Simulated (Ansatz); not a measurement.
`C[N]=[Mo]([NH2])(=[O])[Cl]`, charge 0, multiplicity 1.

Give a relaxed structure at PBE0-D4/def2-TZVP (Ansatz). (Best estimate.)

The calculation gave: 
```xyz
11

C     0.030   -0.147    2.050
N     0.240    0.188    0.688
Mo   -0.346    0.560   -0.888
N     0.520   -0.698   -2.062
O    -2.014    0.366   -0.930
Cl    0.219    2.724   -1.371
H    -1.028   -0.335    2.264
H     0.383    0.668    2.691
H     0.607   -1.043    2.303
H     0.108   -0.976   -2.941
H     1.281   -1.306   -1.803
```
This is one stationary point; other conformers may exist.
